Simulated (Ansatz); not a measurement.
Input file for Ansatz (a program for electronic structure): R-B3LYP/def2-TZVPP on H2Sn (SMILES [SnH2]). Elements past Kr take the def2 small-core potentials; no spin–orbit coupling.

Ansatz 0.2 input:
```yaml
crystal:
  periodic: [false, false, false]
  atoms:
    - {symbol: Sn, position_ang: [0.00000000, -0.00000000, -0.83505099]}
    - {symbol: H, position_ang: [1.26600862, 0.00000000, 0.41747549]}
    - {symbol: H, position_ang: [-1.26600862, 0.00000000, 0.41747549]}
basis:
  gaussian:
    orbitals: def2-TZVPP
hamiltonian:
  xc: {name: B3LYP}
scf: {lower_state_search: off}
```

Program output:

```
WARN ansatz: RAYON_NUM_THREADS=1 ignored (pool sized by the plan → 1); use --threads N
Functional definition: B3LYP
these checks for a lower state are left out or cut short: stability, starts, cluster_reference, orbital_swaps, neighbouring_geometries, increment
integrals: 0.01 GiB planned
550 factors; their error is unknown
mean field: 0.16 GiB planned
mean field evaluation 1: about -5864.3367 eV, gradient 1.3e1 eV
mean field evaluation 2: about -5864.6221 eV, gradient 1.1e1 eV
mean field evaluation 4: about -5865.0440 eV, gradient 2.5e-1 eV
mean field evaluation 8: about -5865.1072 eV, gradient 1.7e-2 eV
mean field -5865.10716148 eV, -215.5387126721 hartree, gradient 5.0e-7 eV, S^2 0.000000; 0 other end points of the search recorded, 0 dependent functions left out
reference -5865.10737055 eV, -215.5387203552 hartree; 12, 12 occupied and 66, 66 virtual orbitals, 550 factors
Total energy: -5865.10737055 eV, -215.5387203552 hartree
Checks for a lower state left out: stability, starts, cluster_reference, orbital_swaps, neighbouring_geometries, increment
```

The calculation finished and met its thresholds.

Cost: around 0.9 core-seconds (rough).
